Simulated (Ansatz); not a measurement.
Reaction (ligand exchange at a Ge–O bond): `[F][GeH2][O][GeH3]` + `C=C[SiH2]S` → `C=C[SiH2][S][GeH3]` + `[OH][GeH2][F]`

Isolated molecules relaxed with PBE0-D4/def2-TZVP in Ansatz; ΔE leaves out vibrations. CBS: MP2 limit from def2 TZ/QZ plus the TZ coupled-cluster correction, frozen cores. DFT in def2-TZVPP. For Ge outer-core shells are correlated without core-valence functions, which leaves a few kJ/mol of doubt a bond. Scalar relativity is left out up to krypton. One conformer a species, not always the lowest.

```
             level  ΔE (kJ/mol)  difference from CCSD(T)/CBS
            PBE-D4        -28.9                         -9.1
           ωB97M-V        -19.9                         -0.1
            B2PLYP        -11.5                          8.3
    MP2/def2-TZVPP        -20.1                         -0.3
SCS-MP2/def2-TZVPP        -11.8                          8.0
CCSD(T)/def2-TZVPP        -15.4                          4.4
     HF/def2-QZVPP          4.9                         24.7
    MP2/def2-QZVPP        -21.9                         -2.1
SCS-MP2/def2-QZVPP        -13.5                          6.3
      HF/CBS(def2)          5.2                         25.0
       CCSD(T)/CBS        -19.8                            0
```

Largest T1 diagnostic among the species: 0.012.

In def2-TZVPP, CCSD(T) changes the Hartree–Fock value by −18.3 kJ/mol (the triples alone add −3.0 kJ/mol) and MP2 by −23.0 kJ/mol. The D4 term adds −9.3 kJ/mol with B3LYP and −5.1 kJ/mol with PBE0; it sums over pairs of atoms, weighted by their polarisabilities, and B3LYP, whose exchange is more repulsive, gets the larger term.

CCSD(T)/CBS has its own doubt, a few kJ/mol and more with outer-core shells, so smaller differences from it don't rank the levels.

B3LYP here is the variant with VWN-RPA as its local correlation; programs differ in this.
